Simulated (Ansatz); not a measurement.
Question: Name a neutral molecule of C, Cl, S, Si and H with HOMO–LUMO gap (B3LYP/def2-TZVPP) between 7.05 and 7.35 eV and LUMO energy (PBE/def2-TZVPP) between -1.40 and -1.10 eV (Ansatz, PBE0-D4/def2-TZVP geometry).

Answer: `S[SiH](Cl)CCl` (7.08 eV, -1.25 eV). Other molecules can fit too; these were computed, each in one conformer that needn't be the lowest.

B3LYP here is the variant with VWN-RPA as its local correlation; programs differ in this.
